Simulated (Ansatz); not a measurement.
The same path of BrH + H5NSSi (10 atoms, charge 0, multiplicity 1) was run 3 times with different band settings. Lost on the way: Si1–S2, H6–Br7. Made: Si1–Br7, S2–H6.

Theory: Ansatz 0.2.0, RKS PBE0/def2-SVP.

Relaxed end points:

```xyz
10
Properties=species:S:1:pos:R:3
Si -0.098 -0.613 -0.232
S 1.162 0.839 0.807
H -1.231 0.129 -0.848
H 0.859 -1.176 -1.221
N -0.772 -1.884 0.707
H 1.008 2.369 -0.978
Br 0.714 3.216 -2.113
H 0.154 1.432 1.484
H -1.615 -1.728 1.249
H -0.180 -2.582 1.143
```

```xyz
10
Properties=species:S:1:pos:R:3
Si -0.465 -0.630 -1.126
S 0.591 1.684 1.983
H -1.618 0.286 -0.919
H -0.719 -1.651 -2.175
N -0.090 -1.409 0.348
H 1.113 1.774 0.738
Br 1.171 0.699 -1.971
H -0.569 2.258 1.596
H 0.031 -0.820 1.172
H 0.555 -2.191 0.355
```

Common settings: optimiser quadratic models (default); start path through a guess of the saddle point; force threshold 0.05 eV/Å; end points relaxed.

| run | movable images | climbing image | spring | iteration limit |
| --- | --- | --- | --- | --- |
| 1 | 7 | yes | 5.0 eV/Å² | 40 |
| 2 | 6 | no | 5.0 eV/Å² | 48 |
| 3 | 7 | yes | 20.0 eV/Å² | 46 |

Problem. What does each run give, and how far can it be trusted?

Solution. Run 1: converged after 22 iterations, highest image 1.124 eV above the first end. Beside the main top the profile has a ripple of under 15 meV (maxima at images 3, 6), which may be a very shallow well or noise. A vibrational analysis at the climbing image gives one clearly imaginary mode, 234i cm⁻¹: a first-order saddle point.
Run 2: converged after 22 iterations, highest image 1.123 eV above the first end. No image climbed, so the highest image needn't sit at the top of the path.
Run 3: converged after 32 iterations, highest image 1.118 eV above the first end. The profile has 2 maxima (images 3, 6) with wells between them (image 5): this band takes more than one step, which may be the mechanism or a detour left from its start path. The order of the stationary point at the top wasn't checked.
The orbitals stay closed-shell, which can raise the energy where a bond breaks towards radicals; this wasn't checked here.
